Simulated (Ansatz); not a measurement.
Molecule: methylgermane, CH₆Ge (charge 0, singlet). SMILES: [CH3][GeH3]
Coordinates optimised at B3LYP-D3(BJ)/def2-TZVP (Ansatz, a first-principles code):
```xyz
8

C      1.5702     0.1094     0.0435
Ge    -0.3901    -0.0272    -0.0108
H      2.0058    -0.8449     0.3378
H      1.8746     0.8694     0.7623
H      1.9557     0.3820    -0.9383
H     -0.8245    -1.1012    -1.0263
H     -1.0098     1.3206    -0.4267
H     -0.9391    -0.4126     1.3761
```

Parts of the frozen-core correlation energy in cc-pVDZ (Ansatz, hartree). Frozen orbitals: 15; correlated occupied orbitals by spin: 7 and 7; virtual: 49 and 49. Spin-orbit coupling is left out. No relativistic terms.

| term | value |
|---|---|
| reference (HF) | -2116.68788 |
| MP2 opposite-spin | -0.20948 |
| MP2 same-spin | -0.04590 |
| CCSD correlation | -0.29735 |
| (T) | -0.00698 |
| T1 diagnostic | 0.008 |
| largest doubles amplitude | 0.031 |
